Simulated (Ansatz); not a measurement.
Reaction (substitution at a C–C bond): `N#CCC(F)(F)F` + `OC(F)[SiH3]` → `N#COC(F)[SiH3]` + `CC(F)(F)F`

Isolated molecules relaxed with PBE0-D4/def2-TZVP in Ansatz; ΔE leaves out vibrations. CCSD(T)/CBS is the MP2 limit (def2-TZVPP, def2-QZVPP) plus CCSD(T) − MP2 in def2-TZVPP, frozen cores. DFT in def2-TZVPP. B3LYP here is the variant with VWN-RPA as its local correlation; programs differ in this. One conformer a species, not always the lowest.

```csv
level,ΔE (kJ/mol),difference from CCSD(T)/CBS
PBE-D4,48.2,-11.9
r2SCAN-D4,48.5,-11.6
PBE0-D4,52.0,-8.1
B3LYP-D4,49.7,-10.4
ωB97X-V,53.0,-7.1
ωB97M-V,56.3,-3.8
B2PLYP,52.6,-7.5
PBE,47.6,-12.5
r2SCAN,48.5,-11.6
PBE0,51.5,-8.6
B3LYP,48.7,-11.4
HF/def2-TZVPP,51.8,-8.3
MP2/def2-TZVPP,60.9,0.8
SCS-MP2/def2-TZVPP,58.9,-1.2
CCSD/def2-TZVPP,59.0,-1.1
CCSD(T)/def2-TZVPP,57.7,-2.4
HF/def2-QZVPP,51.7,-8.4
MP2/def2-QZVPP,62.2,2.1
SCS-MP2/def2-QZVPP,60.4,0.3
HF/CBS(def2),51.7,-8.4
MP2/CBS(def2),63.3,3.2
CCSD/CBS(def2),61.4,1.3
CCSD(T)/CBS,60.1,0
```

Largest T1 diagnostic among the species: 0.014.

From PBE to PBE0 (25 % exact exchange), in def2-TZVPP and without D4, ΔE moves by +3.9 kJ/mol. In def2-TZVPP, CCSD(T) changes the Hartree–Fock value by +5.9 kJ/mol (the triples alone add −1.3 kJ/mol) and MP2 by +9.1 kJ/mol.
